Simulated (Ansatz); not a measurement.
Isolated molecules relaxed with PBE0-D4/def2-TZVP in Ansatz; ΔE leaves out vibrations. CBS: MP2 limit from def2 TZ/QZ plus the TZ coupled-cluster correction, frozen cores. This one scheme is used for every species. Functionals use def2-TZVPP. B3LYP here is the variant with VWN-RPA as its local correlation; programs differ in this. No spin–orbit coupling; open shells (•) take unrestricted orbitals. Elements past krypton have def2 core potentials. For In outer-core shells are correlated without core-valence functions, which leaves a few kJ/mol of doubt a bond. Each species was taken in one conformer, which may not be the lowest.

Reaction (hydrogen abstraction from the In–H bond): `C[CH2][InH][NH2]` + `[CH3]`• → `C[CH2][In][NH2]`• + CH₄

`C[CH2][InH][NH2]`:

Cartesian coordinates in Å:
```
C 0.118 0.335 1.571
C -0.704 0.990 0.469
In -0.437 0.070 -1.463
N 0.868 -1.467 -1.421
H 1.189 0.379 1.359
H -0.140 -0.720 1.697
H -0.040 0.823 2.539
H -1.772 0.960 0.706
H -0.451 2.049 0.369
H -1.108 0.384 -3.012
H 1.125 -2.022 -2.220
H 1.350 -1.780 -0.595
```

`[CH3]`•:

Cartesian coordinates in Å:
```
C 0.000 0.000 0.000
H -0.753 0.141 -0.762
H 0.224 -0.993 0.360
H 0.528 0.852 0.402
```

`C[CH2][In][NH2]`•:

```xyz
11

C     1.233   -0.489    0.155
C     0.872    0.554   -0.886
In   -1.314    0.986   -0.836
N    -2.223    0.111    0.779
H     0.729   -1.442   -0.026
H     2.311   -0.694    0.155
H     0.968   -0.167    1.165
H     1.107    0.236   -1.903
H     1.369    1.511   -0.711
H    -3.227    0.096    0.880
H    -1.825   -0.701    1.228
```

CH₄:

Z-matrix (Å, degrees):
```
C
H 1 1.090
H 1 1.090 2 109.5
H 1 1.090 2 109.5 3 -120.0
H 1 1.090 2 109.5 3 120.0
```

CCSD(T)/CBS gives -37.1 kcal/mol.

Question: Another level gave -39.0 kcal/mol. Which?
A. B3LYP-D4/def2-TZVPP
B. B2PLYP/def2-TZVPP
C. r2SCAN/def2-TZVPP
D. ωB97X-V/def2-TZVPP

Answer: B. B2PLYP -39.0, ωB97X-V -36.2, r2SCAN -37.5, B3LYP-D4 -40.2 kcal/mol.

Largest T1 diagnostic among the species: 0.017.

In def2-TZVPP, CCSD(T) changes the Hartree–Fock value by −6.7 kcal/mol (the triples alone add −0.9 kcal/mol) and MP2 by −8.2 kcal/mol. From PBE to PBE0 (25 % exact exchange), in def2-TZVPP and without D4, ΔE moves by +2.7 kcal/mol.
